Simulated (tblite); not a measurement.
Species: C5H4FN2 (charge -1).
Z-matrix (Å and degrees, GFN2-xTB geometry), rows numbered from 1:
```
C 
C   1  1.3344
C   2  1.4331  1  126.36
C   3  1.4100  2  130.19  1    -0.06
C   4  1.3802  3  101.56  2  -179.99
F   5  1.3716  4  126.16  3   180.00
N   5  1.3319  4  112.77  3     0.04
N   7  1.3263  5  106.99  4    -0.04
H   1  1.0779  2  121.88  3     0.01
H   1  1.0803  2  122.07  3  -179.99
H   2  1.0855  1  119.53  3   179.98
H   4  1.0743  3  129.80  2     0.03
```

Computed geometry: GFN2-xTB, gas phase.

Take the most abundant isotopes and a rigid rotor. The values belong to one conformer with, in the numbering `[CH2:1]=[CH:2][c:3]1[cH:4][c:5]([F:6])[n-:7][n:8]1`, C1–C2–C3–C4 0°.

Q: Give the principal moments of inertia and the rotational constants in MHz.

A: Ia = 84.71, Ib = 374.08, Ic = 458.79 u·Å²; 505379 MHz·u·Å²/I gives A = 5966, B = 1351, C = 1102 MHz.

Q: Classify the top.

A: An asymmetric top. Ray's parameter κ = (2B − A − C)/(A − C) = -0.897; −1 is the prolate and +1 the oblate limit.

Q: What does the inertial defect say?

A: Planar: Δ = Ic − Ia − Ib = 0.00 u·Å². For a rigid frame Δ = −2 Σ m c², so it vanishes when all atoms lie in the ab plane; here none is more than 0.01 Å from it.

Q: Give the coordinates in the principal-axis frame, origin at the centre of mass.

A: The sense of each axis is arbitrary; atoms in the order of the calculation.
```tsv
atom	mass (u)	a (Å)	b (Å)	c (Å)
C1	12.000	-3.018	-0.826	0.000
C2	12.000	-2.219	0.243	0.000
C3	12.000	-0.785	0.231	0.000
C4	12.000	0.116	-0.853	0.000
C5	12.000	1.333	-0.201	0.000
F6	18.998	2.569	-0.795	0.000
N7	14.003	1.207	1.125	0.000
N8	14.003	-0.092	1.391	0.000
H9	1.008	-2.626	-1.830	-0.001
H10	1.008	-4.095	-0.736	0.000
H11	1.008	-2.654	1.237	0.000
H12	1.008	-0.079	-1.909	0.000
```

Its GFN2-xTB frequencies are all real (lowest 112 cm⁻¹). No vibrational averaging or centrifugal distortion is included, and the geometry carries the error of its method.
